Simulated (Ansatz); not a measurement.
`[CH3][SnH2][C]#N` + HCl → `[CH3][SnH2][Cl]` + `C#N` at 400 K and 1 bar (ligand exchange at the Sn–C bond).

Computed with Ansatz on PBE0-D4/def2-TZVP structures; ΔE is electronic, products minus reactants. CCSD(T)/CBS is the MP2 limit (def2-TZVPP, def2-QZVPP) plus CCSD(T) − MP2 in def2-TZVPP, frozen cores. This one scheme is used for every species. Elements past krypton have def2 core potentials. For Sn outer-core shells are correlated without core-valence functions, which leaves a few kJ/mol of doubt a bond.

| species | CCSD(T)/CBS energy (Eh) | H − E (kJ/mol) | S (J/(mol·K)) |
| --- | --- | --- | --- |
| `[CH3][SnH2][C]#N` | -347.81716 | 182.8 | 377.5 |
| HCl | -460.38127 | 29.6 | 195.4 |
| `[CH3][SnH2][Cl]` | -714.90153 | 161.1 | 358.4 |
| `C#N` | -93.32098 | 56.1 | 211.9 |

H − E and S are ideal-gas, rigid-rotor, harmonic terms from PBE0-D4/def2-TZVP. 1 Eh = 2625.50 kJ/mol, R = 8.31446 J/(mol·K).

Task: By hand: ΔE, ΔH, ΔS and ΔG.

Result: ΔE = (-714.90153) + (-93.32098) − (-347.81716) − (-460.38127) = -0.02408 Eh = -63.2 kJ/mol. Δ(H − E) = 161.1 + 56.1 − 182.8 − 29.6 = 4.8, so ΔH = -58.4 kJ/mol. ΔS = 358.4 + 211.9 − 377.5 − 195.4 = -2.6 J/(mol·K). ΔG = -58.4 − 400 × (-2.6)/1000 = -57.4 kJ/mol.

Task: By hand: the equilibrium constant, and the temperature at which ΔG would vanish if ΔH and ΔS stayed fixed.

Result: log₁₀ K = −ΔG/(RT ln 10) = 7.5. ΔG = 0 at ΔH/ΔS = 22462 K, far beyond where these terms or the molecules hold.

The number of gas molecules stays the same, so ΔS is small and ΔH decides. A doubt of 5 kJ/mol in ΔE shifts log₁₀ K by 0.7 here. These are equilibria of isolated gas molecules and say nothing of rates. Largest T1 diagnostic: 0.014 (customary marks: 0.02 for closed shells, 0.045 for open ones).
